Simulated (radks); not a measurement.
Results of a calculation; reference values are marked as such.
Spherical quantum dot in the effective-mass picture: electrons in a parabolic well V = omega^2 r^2 / 2 with omega = 4.21, all in effective atomic units (hartree* = m*/eps^2 hartree, bohr* = eps/m* bohr), one dielectric constant everywhere. Level of theory: non-relativistic Kohn-Sham, PBEsol, spin-polarised, spherical densities (a radial shooting solver with Libxc functionals). Levels are named by radial order and angular momentum (1s, 1p, 1d, 2s, ...), and open shells are averaged over m.

N = 10, configuration 1s2 1p6 1d(up 2, down 0). This is the lowest configuration that the search found. Occupied and some empty levels:

| level | occupation | eigenvalue (hartree*) | <r> (bohr*) |
|---|---|---|---|
| 1s up | 1 | 17.381 | 0.6385 |
| 1s down | 1 | 17.457 | 0.6341 |
| 1p up | 3 | 20.528 | 0.8244 |
| 1p down | 3 | 20.645 | 0.8217 |
| 1d up | 2 | 23.877 | 0.9652 |
| 1d down | 0 | 24.015 | 0.9645 |
| 2s up | 0 | 24.219 | 0.8783 |
| 2s down | 0 | 24.317 | 0.8807 |
| 1f up | 0 | 27.391 | 1.083 |
| 1f down | 0 | 27.533 | 1.084 |
| 2p up | 0 | 27.858 | 1.007 |
| 2p down | 0 | 27.948 | 1.010 |

Energy (hartree*): total 153.864, kinetic 42.384, external 65.550, Hartree 55.058, exchange-correlation -9.1278.
